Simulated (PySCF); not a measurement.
**[Ag(CN)3]2-: computed shieldings and shifts**

[Ag(CN)3]2-, [C3AgN3]2-.

Geometry:
```json
{"atom": "Ag1", "x (Å)": "0.007", "y (Å)": "0.000", "z (Å)": "-0.002"}
{"atom": "C2", "x (Å)": "2.194", "y (Å)": "0.003", "z (Å)": "0.230"}
{"atom": "N3", "x (Å)": "3.360", "y (Å)": "0.007", "z (Å)": "0.352"}
{"atom": "C4", "x (Å)": "-1.076", "y (Å)": "1.890", "z (Å)": "-0.300"}
{"atom": "N5", "x (Å)": "-1.654", "y (Å)": "2.897", "z (Å)": "-0.460"}
{"atom": "C6", "x (Å)": "-1.116", "y (Å)": "-1.895", "z (Å)": "0.067"}
{"atom": "N7", "x (Å)": "-1.716", "y (Å)": "-2.902", "z (Å)": "0.112"}
```

Total charge -2.

GIAO calculations in PySCF 2.14.0 with density-fitted response routines on the PBE0-D3(BJ)/def2-SVP structure: isolated species, scalar relativity only through the core potential, equivalent atoms averaged; basis pcSseg-1 (def2-TZVP on Ag).

Task: Give the isotropic shieldings (ppm) with KT2, PBE0.

Result: 
```json
{"atoms": "N3/N5/N7", "environment": "nitrogen bonded to C", "KT2": "-40.0", "PBE0": "-62.7"}
{"atoms": "C2/C4/C6", "environment": "carbon bonded to Ag, N", "KT2": "52.3", "PBE0": "33.6"}
{"atoms": "HOMO–LUMO gap (eV)", "environment": "–", "KT2": "4.07", "PBE0": "5.98"}
```

Task: And the chemical shifts, against references computed in the same way?

Result: 
```json
{"atoms": "N3/N5/N7", "nucleus, reference": "15N, NH3", "KT2": "304.3", "PBE0": "328.3"}
{"atoms": "C2/C4/C6", "nucleus, reference": "13C, TMS", "KT2": "131.0", "PBE0": "150.8"}
```

Task: Which part of the shielding of N3/N5/N7 depends on the functional?

Result: Diamagnetic: KT2 349, PBE0 348 ppm; paramagnetic: KT2 -389, PBE0 -410 ppm. The diamagnetic part, set mainly by inner electrons, hardly moves; the paramagnetic part goes with low-lying magnetically allowed excitations and carries the spread.

The ion is multiply charged and has no counter-ions or solvent here.

Ag is described by an effective core potential, so it has no shielding of its own here; spin–orbit effects on the atoms bonded to it, which can be large, are absent, and the values of these neighbours are rough. Experimental scales use liquid or dissolved standards, which lie at an offset from isolated NH3 (liquid NH3: subtract about 20 ppm). Unscaled 15N shifts of sp2 nitrogen come out 20 to 40 ppm too high even then.
